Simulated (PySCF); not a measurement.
C2H9FOSi2, SMILES CO[Si@H](F)[SiH2]C.

Coordinates come from a B3LYP-D3(BJ)/def2-SVP optimisation. The structure was generated by enumeration; whether it is a known compound was not checked. The values are those of a single conformer.

Method: PySCF with TDA-ωB97X/def2-SVPD.

Vertical excitations. 

```tsv
state	energy (eV)	λ (nm)	f	main pairs
S1	7.05	176	0.049	HOMO→LUMO 83 %
S2	7.16	173	0.017	HOMO→LUMO+1 88 %
S3	8.09	153	0.004	HOMO−1→LUMO 61 %, HOMO−1→LUMO+1 13 %
S4	8.36	148	0.021	HOMO−1→LUMO+1 53 %, HOMO−2→LUMO 14 %, HOMO−1→LUMO 9 %, HOMO→LUMO+2 8 %
S5	8.50	146	0.136	HOMO→LUMO+3 38 %, HOMO→LUMO+4 15 %, HOMO−2→LUMO 9 %, HOMO→LUMO+2 9 %
S6	8.56	145	0.073	HOMO→LUMO+3 29 %, HOMO−4→LUMO 25 %, HOMO→LUMO+2 12 %, HOMO−1→LUMO+1 5 %
T1	6.15	202	0	HOMO→LUMO 68 %, HOMO→LUMO+1 12 %
T2	6.34	195	0	HOMO→LUMO+1 76 %
```
Triplets are in the Tamm–Dancoff approximation.
